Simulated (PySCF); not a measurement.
Al(H)(Br)(OH) (AlBrH₂O), SMILES [Br][AlH][OH]. Heavy atoms are numbered as in [AlH:1]([Br:3])[OH:4]. Hydrogens are named by the atom that carries them.

Geometry optimised at r2SCAN-D4/def2-TZVP. The values are those of a single conformer.

Method: PBE0/pcSseg-2 (PySCF).

GIAO shieldings, no solvent; atoms alike by connectivity are averaged. δ = σ(ref) − σ: ¹H against TMS (σ = 31.54 ppm); ¹⁷O against H2O (σ = 327.8 ppm), references at their B3LYP-D3(BJ)/def2-TZVP geometries, non-relativistic (without spin–orbit terms, shifts of atoms bonded to Cl or Br come out too high).

```
atoms     nucleus  count  δ (ppm)
--------  -------  -----  -------
H on Al1       ¹H      1     4.95
H on O4        ¹H      1     2.61
O4 (OH)       ¹⁷O      1        …
```

Q: Complete the blanks. (The exact figures need the calculation; the answer reports its results.)

A: 
- O4 (OH), δ (ppm): 72.7
